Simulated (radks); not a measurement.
Polarisability of the rhodium ion Rh2+, [Kr] 4d7, at imaginary frequency. Calculated with a radial shooting solver on a logarithmic mesh with Libxc functionals: scalar-relativistic Kohn-Sham, LB94 model potential, spin-polarised, spherical densities, finite nucleus; open shells are filled with parallel spins first (spin-orbit coupling, left out, can overturn this in heavy ions); Fermi nuclear charge, rms radius 4.4945 fm. Response by self-consistent Sternheimer equations with the Hartree and adiabatic LDA kernel, the relativistic mass of each level held fixed and spin-orbit coupling left out.

w (hartree),alpha1(iw) (bohr^3)
0.00266,7.210
0.0143,7.207
0.0360,7.193
0.0697,7.147
0.118,7.034
0.186,6.800
0.280,6.380
0.413,5.728
0.605,4.854
0.892,3.821
1.35,2.712
2.12,1.650
3.59,0.7989
6.94,0.2836
17.5,0.06553

Static values: alpha1 = 7.210 bohr^3 (1.068 angstrom^3; uncoupled 10.85). C6 = 38.57, triple-dipole C9 = 191.6 atomic units. One-pole (London) frequency 4 C6 / (3 alpha1^2) = 0.989 hartree, against 1.202 for minus the highest occupied eigenvalue.
